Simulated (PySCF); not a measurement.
Si(Cl)(I)(OH)2, SMILES [Si](I)(Cl)(O)O (H2ClIO2Si), PBE0/def2-SVP optimised geometry.

```
7

O      1.33    -0.86     0.00
Si    -0.30    -0.86     0.00
O     -0.84     0.70     0.00
Cl    -0.88    -1.87    -1.68
I     -1.22    -2.01     1.96
H      1.77    -0.33     0.68
H     -1.77     0.86     0.19
```

Density from PBE0/def2-TZVP, def2 effective core potentials past Kr in PySCF at that geometry. The core electrons that the potentials of I replace are not part of the density.

Minimum of the electron density along straight lines between bonded atoms, close to the bond critical point (lines longer than 1.1 times the sum of covalent radii, or with two minima, are not listed):

```json
[
 {"bond": "O1–Si2", "length / Å": "1.635", "ρ at the minimum / e bohr⁻³": "0.145", "∇²ρ there / e bohr⁻⁵": "0.85", "position (fraction from the first atom)": "0.59"},
 {"bond": "Si2–O3", "length / Å": "1.642", "ρ at the minimum / e bohr⁻³": "0.142", "∇²ρ there / e bohr⁻⁵": "0.82", "position (fraction from the first atom)": "0.41"},
 {"bond": "Si2–Cl4", "length / Å": "2.043", "ρ at the minimum / e bohr⁻³": "0.104", "∇²ρ there / e bohr⁻⁵": "___", "position (fraction from the first atom)": "0.36"},
 {"bond": "Si2–I5", "length / Å": "2.447", "ρ at the minimum / e bohr⁻³": "___", "∇²ρ there / e bohr⁻⁵": "___", "position (fraction from the first atom)": "0.35"},
 {"bond": "O1–H6", "length / Å": "0.963", "ρ at the minimum / e bohr⁻³": "0.352", "∇²ρ there / e bohr⁻⁵": "-2.42", "position (fraction from the first atom)": "0.81"},
 {"bond": "O3–H7", "length / Å": "0.962", "ρ at the minimum / e bohr⁻³": "0.353", "∇²ρ there / e bohr⁻⁵": "-2.43", "position (fraction from the first atom)": "0.81"}
]
```

### Question
Fill in the missing entries.

### Answer

- Si2–Cl4, ∇²ρ there / e bohr⁻⁵: 0.23
- Si2–I5, ρ at the minimum / e bohr⁻³: 0.084
- Si2–I5, ∇²ρ there / e bohr⁻⁵: -0.06
